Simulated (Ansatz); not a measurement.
Steps of a relaxation of `NC1(N)O[SiH2]1` with RKS PBE0-D4/def2-TZVP.

```sh
$ ansatz run in.yaml --threads 4 --pin off --events-out ev --progress --plain --max-ram 10444MiB
```

```yaml
crystal:
  periodic: [false, false, false]
  atoms:
    - {symbol: N, position_ang: [0.218744, 1.265900, 0.829611]}
    - {symbol: C, position_ang: [0.039589, -0.005137, 0.215121]}
    - {symbol: N, position_ang: [0.188415, -1.110910, 1.107509]}
    - {symbol: O, position_ang: [-1.162034, -0.214268, -0.606859]}
    - {symbol: Si, position_ang: [0.231033, -0.288165, -1.628733]}
    - {symbol: H, position_ang: [0.227435, 2.029262, 0.143650]}
    - {symbol: H, position_ang: [-0.549904, 1.444963, 1.496332]}
    - {symbol: H, position_ang: [-0.732499, -1.460602, 1.399706]}
    - {symbol: H, position_ang: [0.762497, -0.863428, 1.919191]}
    - {symbol: H, position_ang: [0.271062, 0.787402, -2.680333]}
    - {symbol: H, position_ang: [0.571061, -1.642117, -2.174596]}
basis:
  gaussian: {orbitals: def2-TZVP}
hamiltonian: {xc: pbe0, dispersion: d4}
relax: {f_tol: 0.005, max_steps: 150}
```

Positions (Å) and forces (eV/Å) along the path, 11 of 14 steps:

```xyz
11
step=1 energy=-14031.4856 eV
N     0.219    1.266    0.830   -0.589    0.240   -0.097
C     0.040   -0.005    0.215    0.021   -0.054   -0.589
N     0.188   -1.111    1.108   -0.253    0.175    0.450
O    -1.162   -0.214   -0.607    1.127    0.030   -0.416
Si    0.231   -0.288   -1.629   -0.923    0.001    0.902
H     0.227    2.029    0.144   -0.002   -0.487    0.391
H    -0.550    1.445    1.496    0.467   -0.115   -0.377
H    -0.732   -1.461    1.400    0.561    0.232   -0.176
H     0.762   -0.863    1.919   -0.362   -0.111   -0.489
H     0.271    0.787   -2.680    0.027   -0.225    0.278
H     0.571   -1.642   -2.175   -0.073    0.315    0.124
11
step=3 energy=-14031.5669 eV
N     0.208    1.257    0.814   -0.063   -0.014   -0.027
C     0.052   -0.006    0.197    0.232    0.082    0.039
N     0.194   -1.101    1.096   -0.028   -0.050    0.016
O    -1.144   -0.214   -0.617   -0.160   -0.030   -0.045
Si    0.204   -0.296   -1.605   -0.045   -0.008    0.002
H     0.214    2.014    0.143    0.024    0.016    0.001
H    -0.542    1.419    1.481   -0.006    0.007    0.032
H    -0.716   -1.439    1.384   -0.019   -0.008    0.022
H     0.756   -0.847    1.895    0.013    0.005    0.006
H     0.296    0.783   -2.618    0.026    0.014   -0.022
H     0.545   -1.627   -2.150    0.026   -0.015   -0.024
11
step=4 energy=-14031.5571 eV rejected
N     0.192    1.255    0.819    0.259    0.074   -0.044
C     0.077   -0.006    0.193   -0.181   -0.010    0.418
N     0.194   -1.103    1.099    0.249    0.001   -0.113
O    -1.141   -0.216   -0.590   -0.171   -0.090   -0.470
Si    0.183   -0.302   -1.609    0.033    0.022    0.099
H     0.232    2.016    0.157    0.013    0.064   -0.046
H    -0.578    1.416    1.460   -0.044   -0.058    0.037
H    -0.721   -1.410    1.395   -0.095   -0.013    0.047
H     0.771   -0.862    1.891    0.018    0.003    0.040
H     0.308    0.773   -2.622   -0.052    0.065    0.003
H     0.547   -1.618   -2.172   -0.029   -0.060    0.028
11
step=5 energy=-14031.5689 eV
N     0.202    1.257    0.814   -0.016   -0.008   -0.029
C     0.056   -0.007    0.196    0.125    0.045    0.097
N     0.192   -1.103    1.097    0.002   -0.022   -0.027
O    -1.148   -0.218   -0.614   -0.120   -0.027   -0.097
Si    0.196   -0.298   -1.606    0.001   -0.001    0.023
H     0.221    2.015    0.146    0.011    0.007   -0.001
H    -0.552    1.419    1.476    0.002   -0.004    0.014
H    -0.719   -1.428    1.395   -0.010    0.002    0.020
H     0.765   -0.853    1.890    0.005    0.006    0.006
H     0.302    0.784   -2.617   -0.002    0.006   -0.002
H     0.549   -1.625   -2.157    0.001   -0.004   -0.003
11
step=7 energy=-14031.5704 eV
N     0.197    1.256    0.812   -0.006   -0.014   -0.017
C     0.058   -0.007    0.196    0.005    0.019    0.021
N     0.188   -1.106    1.094   -0.009   -0.018   -0.021
O    -1.155   -0.223   -0.621    0.004    0.001   -0.013
Si    0.192   -0.300   -1.605    0.002   -0.006    0.004
H     0.220    2.016    0.146    0.002    0.010   -0.001
H    -0.554    1.419    1.477    0.000   -0.002    0.009
H    -0.725   -1.408    1.412    0.005    0.001    0.018
H     0.780   -0.867    1.877   -0.001    0.008    0.001
H     0.308    0.786   -2.612   -0.001    0.001    0.001
H     0.557   -1.623   -2.156   -0.001    0.000   -0.002
11
step=8 energy=-14031.5706 eV
N     0.195    1.256    0.812   -0.011   -0.010   -0.001
C     0.056   -0.006    0.194    0.008   -0.005    0.005
N     0.185   -1.106    1.092    0.007   -0.008   -0.028
O    -1.156   -0.222   -0.625    0.013    0.007   -0.007
Si    0.194   -0.302   -1.605   -0.005   -0.010   -0.001
H     0.211    2.018    0.148   -0.002    0.007   -0.002
H    -0.551    1.412    1.484    0.002    0.014    0.002
H    -0.728   -1.396    1.421   -0.011   -0.007    0.024
H     0.787   -0.870    1.868    0.000    0.002    0.006
H     0.314    0.784   -2.611    0.000    0.005   -0.003
H     0.558   -1.625   -2.157   -0.001    0.006    0.004
11
step=9 energy=-14031.5709 eV
N     0.190    1.254    0.812    0.010    0.018    0.005
C     0.053   -0.007    0.194    0.007   -0.008   -0.012
N     0.181   -1.109    1.089    0.005   -0.012   -0.019
O    -1.157   -0.220   -0.630   -0.010   -0.001    0.021
Si    0.194   -0.301   -1.605    0.019   -0.012   -0.019
H     0.208    2.017    0.150   -0.004    0.007   -0.005
H    -0.555    1.411    1.485   -0.008    0.004    0.005
H    -0.729   -1.382    1.439   -0.021   -0.007    0.013
H     0.799   -0.879    1.855    0.003    0.004   -0.002
H     0.320    0.784   -2.612   -0.001    0.002    0.008
H     0.560   -1.625   -2.157   -0.001    0.005    0.004
11
step=10 energy=-14031.5711 eV
N     0.185    1.254    0.811    0.018    0.014    0.020
C     0.051   -0.007    0.192   -0.020   -0.016   -0.010
N     0.174   -1.113    1.085   -0.006   -0.001    0.034
O    -1.158   -0.219   -0.635   -0.001    0.007    0.006
Si    0.197   -0.303   -1.606    0.006   -0.009   -0.009
H     0.198    2.018    0.150   -0.005    0.001   -0.007
H    -0.556    1.408    1.489   -0.009    0.000   -0.002
H    -0.735   -1.360    1.463    0.034    0.013   -0.015
H     0.817   -0.895    1.834   -0.017   -0.010   -0.020
H     0.330    0.785   -2.608    0.001   -0.003    0.005
H     0.565   -1.627   -2.155    0.000    0.004   -0.002
11
step=11 energy=-14031.5711 eV
N     0.184    1.254    0.812    0.005    0.007    0.010
C     0.049   -0.007    0.192    0.001   -0.010   -0.015
N     0.173   -1.114    1.084   -0.018   -0.003    0.020
O    -1.158   -0.218   -0.636    0.008    0.002    0.010
Si    0.197   -0.304   -1.605   -0.001    0.000   -0.002
H     0.197    2.018    0.150   -0.004    0.000   -0.003
H    -0.560    1.409    1.487   -0.003    0.001   -0.002
H    -0.734   -1.356    1.467    0.025    0.006   -0.007
H     0.821   -0.898    1.830   -0.012   -0.005   -0.013
H     0.333    0.785   -2.606    0.000    0.000    0.002
H     0.564   -1.627   -2.156    0.000    0.001    0.001
11
step=12 energy=-14031.5712 eV
N     0.184    1.254    0.813    0.001    0.003   -0.002
C     0.050   -0.008    0.192   -0.005   -0.005    0.005
N     0.172   -1.114    1.084   -0.002    0.001   -0.005
O    -1.157   -0.216   -0.635    0.006   -0.001   -0.006
Si    0.198   -0.304   -1.605   -0.004    0.003    0.008
H     0.194    2.017    0.150   -0.001    0.000    0.001
H    -0.563    1.408    1.485    0.003    0.000   -0.002
H    -0.735   -1.351    1.472    0.003    0.000    0.001
H     0.824   -0.902    1.827   -0.001    0.000    0.000
H     0.335    0.786   -2.604    0.000    0.001    0.000
H     0.563   -1.627   -2.157   -0.001   -0.001    0.002
11
step=14 energy=-14031.5712 eV
N     0.183    1.254    0.812    0.000    0.000    0.000
C     0.049   -0.008    0.192    0.000    0.001    0.000
N     0.170   -1.115    1.083   -0.001    0.001    0.002
O    -1.157   -0.216   -0.637   -0.001    0.000    0.001
Si    0.199   -0.304   -1.605   -0.001    0.000   -0.001
H     0.191    2.017    0.149    0.000    0.000    0.000
H    -0.563    1.407    1.486    0.000    0.000    0.000
H    -0.735   -1.346    1.478    0.002    0.000   -0.001
H     0.828   -0.905    1.821   -0.001   -0.001   -0.001
H     0.338    0.786   -2.603    0.001    0.000    0.000
H     0.563   -1.627   -2.157    0.001    0.000    0.000
```

It took 48 s on 4 threads of an Arm Neoverse V1 on a shared host, with 0.47 GiB of host memory at the peak.
